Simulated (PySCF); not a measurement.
**Assigning NMR signals**

Molfile (atoms numbered from 1):
```
C5H10NPSi
     RDKit          3D

 18 17  0  0  0  0  0  0  0  0999 V2000
   -1.0563   -1.8554   -0.4765 C   0  0  0  0  0  0  0  0  0  0  0  0
   -1.9052   -0.9313   -0.0474 C   0  0  0  0  0  0  0  0  0  0  0  0
   -1.7050    0.5138   -0.1270 C   0  0  0  0  0  0  0  0  0  0  0  0
   -2.7439    1.3551   -0.0168 C   0  0  0  0  0  0  0  0  0  0  0  0
   -0.3686    1.0788   -0.3099 C   0  0  0  0  0  0  0  0  0  0  0  0
    0.6881    0.4416   -0.0650 N   0  0  0  0  0  0  0  0  0  0  0  0
    2.3664    0.6953   -0.2028 Si  0  0  0  0  0  4  0  0  0  0  0  0
    2.9302   -0.7945   -1.7912 P   0  0  0  0  0  0  0  0  0  0  0  0
   -0.1075   -1.6008   -0.9163 H   0  0  0  0  0  0  0  0  0  0  0  0
   -1.2889   -2.9043   -0.4001 H   0  0  0  0  0  0  0  0  0  0  0  0
   -2.8613   -1.2289    0.3663 H   0  0  0  0  0  0  0  0  0  0  0  0
   -3.7457    0.9980    0.1503 H   0  0  0  0  0  0  0  0  0  0  0  0
   -2.6175    2.4228   -0.0804 H   0  0  0  0  0  0  0  0  0  0  0  0
   -0.3615    2.1256   -0.6423 H   0  0  0  0  0  0  0  0  0  0  0  0
    2.9006    1.9967   -0.6324 H   0  0  0  0  0  0  0  0  0  0  0  0
    2.8608    0.3478    1.1288 H   0  0  0  0  0  0  0  0  0  0  0  0
    4.2767   -0.7501   -1.4849 H   0  0  0  0  0  0  0  0  0  0  0  0
    2.7298   -1.9039   -0.9938 H   0  0  0  0  0  0  0  0  0  0  0  0
  1  2  2  0
  2  3  1  0
  3  4  2  0
  3  5  1  0
  5  6  2  0
  6  7  1  0
  7  8  1  0
  1  9  1  0
  1 10  1  0
  2 11  1  0
  4 12  1  0
  4 13  1  0
  5 14  1  0
  7 15  1  0
  7 16  1  0
  8 17  1  0
  8 18  1  0
M  END
```

Theoretical values (PySCF 2.14): shieldings: GIAO PBE0/pcSseg-1, structure optimised with GFN2-xTB. Non-relativistic Hamiltonian, no solvent model, a single conformation, fast rotation and ring inversion assumed for equivalent nuclei.

δ = σ(ref) − σ, references computed at the same level: TMS for ¹³C (186.93 ppm) and ¹H (31.72 ppm).

Problem. Assign these signals to the numbered atoms. ¹³C{¹H} NMR (computed): δ 176.3, 152.3, 138.4, 136.7, 132.5.

Solution. 
| δ (ppm) | atoms | environment | reason |
| --- | --- | --- | --- |
| 176.3 | C5 | C=N carbon | – |
| 152.3 | C3 | fully substituted alkene carbon | the olefinic region |
| 138.4 | C2 | alkene CH | as expected for a trigonal carbon in a double bond |
| 136.7 | C4 | terminal =CH2 carbon | an sp2 carbon of a C=C bond |
| 132.5 | C1 | terminal =CH2 carbon | – |

C2 and C4 lie closer than the usual error of such a calculation, so a measured spectrum could show them in the other order.

Problem. Assign these signals to the numbered atoms. ¹H NMR (600 MHz, computed): δ 8.94 (m, 1H), 6.59 (m, 1H), 6.50 (m, 1H), 6.12 (br s, 1H), 5.87 (m, 1H), 5.75 (br s, 1H), 5.68 (m, 2H), 1.23 (m, 2H).

Solution. 
8.94 → H14, hydrogen on a C=N carbon
6.59 → H9, hydrogen on a terminal =CH2 carbon: olefinic region
6.50 → H11, hydrogen on an alkene CH: a vinylic proton, deshielded by the sp2 carbon and the C=C anisotropy
6.12 → H12, hydrogen on a terminal =CH2 carbon: attached to an sp2 carbon and in the plane of the double bond
5.87 → H10, hydrogen on a terminal =CH2 carbon
5.75 → H13, hydrogen on a terminal =CH2 carbon
5.68 → H15/H16, hydrogen on a silicon bonded to N, P
1.23 → H17/H18, hydrogen on a phosphorus bonded to Si

H9 and H11; H13 and H15/H16 lie closer than the usual error of such a calculation, so a measured spectrum could show them in the other order.

Splittings by ³¹P in the carbon and heteronuclear signals aren't shown, as no couplings were computed. Shifts are as computed. Against solution values, carbons near 30 ppm lie about +3 ppm off and those near 130 ppm about +5 ppm. Of 1309 compounds with measured shifts, 239 miss one by over three times the rms of a fit or turn the order of signals round; such compounds aren't used in these exercises. Multiplicities follow the n + 1 count of equivalent neighbours, as no J values were calculated; m marks all less simple cases, F and P coupling included.
